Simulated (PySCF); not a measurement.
From one molecule to another.

First species: C7H4FN.
Bonds: N1–C2 (triple), C2–C3, C3–C4 (aromatic), C4–C5 (aromatic), C5–C6 (aromatic), C6–C7 (aromatic), C7–F8, C7–C9 (aromatic), C3–C9 (aromatic). Hydrogens: H10 on C4; H11 on C5; H12 on C6; H13 on C9.

Second species: C₅H₃N.
SMILES with atom numbers: `[CH:1]#[C:2]/[CH:3]=[CH:4]/[C:5]#[N:6]` (hydrogens: H7 on C1; H8 on C3; H9 on C4)

Levels: PBE0/def2-SVPD for dipole moment, HOMO energy, LUMO energy, HOMO–LUMO gap, static isotropic polarisability and electronic spatial extent ⟨r²⟩ about the centre of nuclear charge; TDDFT PBE0/def2-SVPD for lowest singlet excitation; TDA PBE0/def2-SVPD for lowest triplet excitation (Tamm–Dancoff); GFN2-xTB for rotational constant A and rotational constant C. Geometries: GFN2-xTB. All species are isolated and taken at one optimised geometry, non-relativistic unless stated. Electronic properties by PySCF.

Values for the first species:

```
Dipole moment                                                     : 3.99 D
HOMO energy                                                       : -7.98 eV
LUMO energy                                                       : -1.91 eV
HOMO–LUMO gap                                                     : 6.07 eV
Lowest singlet excitation                                         : 5.11 eV
Lowest triplet excitation (Tamm–Dancoff)                          : 3.75 eV
Static isotropic polarisability                                   : 83.6 au
Electronic spatial extent ⟨r²⟩ about the centre of nuclear charge : 1174 bohr²
Rotational constant A                                             : 3.421 GHz
Rotational constant C                                             : 0.888 GHz
```

**Question.** Estimate the same properties for the second species, and the change in each.

**Answer.** 
```csv
property,first,second,second less first
dipole moment,3.99 D,4.14 D,+0.15 D
HOMO energy,-7.98 eV,-7.83 eV,+0.15 eV
LUMO energy,-1.91 eV,-2.49 eV,-0.58 eV
HOMO–LUMO gap,6.07 eV,5.34 eV,-0.73 eV
lowest singlet excitation,5.11 eV,4.74 eV,-0.37 eV
lowest triplet excitation (Tamm–Dancoff),3.75 eV,2.85 eV,-0.90 eV
static isotropic polarisability,83.6 au,68.8 au,-14.8 au
electronic spatial extent ⟨r²⟩ about the centre of nuclear charge,1174 bohr²,738 bohr²,-436 bohr²
rotational constant A,3.421 GHz,46.316 GHz,+42.895 GHz
rotational constant C,0.888 GHz,1.455 GHz,+0.567 GHz
```

On the first: In wavenumbers S1 is 41200 cm⁻¹ (1 eV = 8065.54 cm⁻¹). The vertical singlet–triplet gap S1 − T1 is 1.36 eV (TDDFT singlet less Tamm–Dancoff triplet; S1: HOMO→LUMO, weight 0.55; T1: HOMO→LUMO, weight 0.58).

On the second: The polarisability is 10.20 Å³ as a volume (1 au = 0.148185 Å³), or 1.72 au for each of the 40 electrons. No computed singlet falls in the visible range (750 to 380 nm, 1.65 to 3.26 eV); S1 lies 1.48 eV above its blue end.
